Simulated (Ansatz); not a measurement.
This Ansatz (a program for electronic structure) input (PBE/def2-TZVPD) gives -99.67049 Eh with 40 basis functions. A basis named .json is the Basis Set Exchange file of that set (core-valence sets with the plain set on hydrogen).

Ansatz 0.2 input:
```yaml
crystal:
  periodic: [false, false, false]
  atoms:
    - {symbol: F, position_ang: [0.00000000, 0.00000000, 0.00000000]}
basis:
  gaussian:
    orbitals: def2-TZVPD
hamiltonian:
  xc: {name: PBE}
magnetization: {spin_polarized: true, initial_magnetization: 1}
scf: {lower_state_search: full}
```

Change:
```diff
- orbitals: def2-TZVPD
+ orbitals: pcseg-3.json
```

Question: What does the run give now?

Answer: -99.67575 Eh (PBE/pcseg-3, 60 functions), a change of -5.26 mEh.
